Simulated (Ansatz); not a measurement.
Reactions of CH$_{5}$FSiTe, SMILES `FC([SiH3])[TeH]`.

Gas-phase electronic energies from Ansatz, PBE0-D4/def2-TZVP geometries. CBS: MP2 limit from def2 TZ/QZ plus the TZ coupled-cluster correction, frozen cores. This one scheme is used for every species. Functionals use def2-TZVPP. def2 core potentials past Kr. For As, Ga, Te outer-core shells are correlated without core-valence functions, which leaves a few kJ/mol of doubt a bond. Scalar relativity is left out up to krypton. Each species was taken in one conformer, which may not be the lowest.

| reaction | ωB97M-V (kJ/mol) | B2PLYP (kJ/mol) | MP2/CBS(def2) (kJ/mol) |
| --- | --- | --- | --- |
| `FC([SiH3])[TeH]` + `[OH][GaH2]` → `[SiH3][O][GaH2]` + `FC[TeH]` | -113 | -120 | -113 |
| `FC([SiH3])[TeH]` + `[OH][Al]([OH])[O][SiH3]` → `[OH][Al]([O][SiH3])[O][SiH3]` + `FC[TeH]` | -120 | -127 | -119 |
| `FC([SiH3])[TeH]` + `O[SiH]([SiH3])Cl` → `O[Si]([SiH3])([SiH3])Cl` + `FC[TeH]` | -9 | -12 | -6 |
| `FC([SiH3])[TeH]` + H₂S → `FC([SiH3])S` + H₂Te | 0 | 3 | 12 |
| `FC([SiH3])[TeH]` + `N[AsH2]` → `N[AsH][TeH]` + `FC[SiH3]` | -97 | -102 | -99 |

**Question.** Give the CCSD(T)/CBS values in the same order. (Best estimate.)

**Answer.** The calculation gave: -112, -119, -11, 9, -95 kJ/mol.

Largest T1 diagnostic: 0.015, for `[OH][GaH2]`.
